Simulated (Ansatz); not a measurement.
(GaAs)n off: B3LYP-D4/6-31G single points in Ansatz on relaxed structures, gas phase. Each cluster is the lowest isomer that a short search found in that spin, judged at the geometry's level, and lower ones may exist. HOMO and LUMO are taken over both spins. Binding counts from free atoms in the multiplicity of their measured ground term, without zero-point energy. The structures are stationary points that may keep the symmetry of their start.

| species | atoms | state | geometry | HOMO (eV) | LUMO (eV) | gap (eV) | binding per atom (eV) | point group (within 0.1 Å) |
| --- | --- | --- | --- | --- | --- | --- | --- | --- |
| GaAs2 | 3 | doublet | r2SCAN-D4/def2-TZVP | -5.48 | -3.68 | 1.80 | 1.65 | C2v |
| Ga3As4 | 7 | doublet | PBE-D4/def2-SVP | -5.32 | -3.83 | 1.49 | 2.13 | C2v |

**Question.** Estimate the rows for Ga2As3 (doublet, r2SCAN-D4/def2-SVP geometry).

**Answer.** 
```csv
species,atoms,state,geometry,HOMO (eV),LUMO (eV),gap (eV),binding per atom (eV),point group (within 0.1 Å)
Ga2As3,5,doublet,r2SCAN-D4/def2-SVP,-5.57,-3.83,1.74,1.97,Cs
```

The gap (eV) runs from 1.49 (Ga3As4) to 1.80 (GaAs2). The binding per atom (eV) runs from 1.65 (GaAs2) to 2.13 (Ga3As4).
